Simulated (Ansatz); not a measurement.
## Changing the shape of InH, singlet

Calculated in Ansatz's Gaussian-basis code. Basis cc-pVTZ-PP on In, cc-pVTZ on H, scalar-relativistic core potentials (28 electrons on In), no spin–orbit coupling, 4 orbitals frozen in the corrections; active space CAS(2,2). Restricted Hartree–Fock, then the lowest state-specific CASSCF solution met for each case. Single-reference values can break down or jump between states where bonds are stretched. Unlike active orbitals can shift such differences by tenths of an eV, at times by over 1 eV.

Case A: bond length 2.0218 Å.

Case B: bond length 1.8380 Å.

Energy less that of case A, in eV:

```json
{"case": "B", "CASSCF": "-0.041"}
```

Task: What does SC-NEVPT2 give for these differences?

Result: B: -0.086 eV (-2.0 kcal/mol).
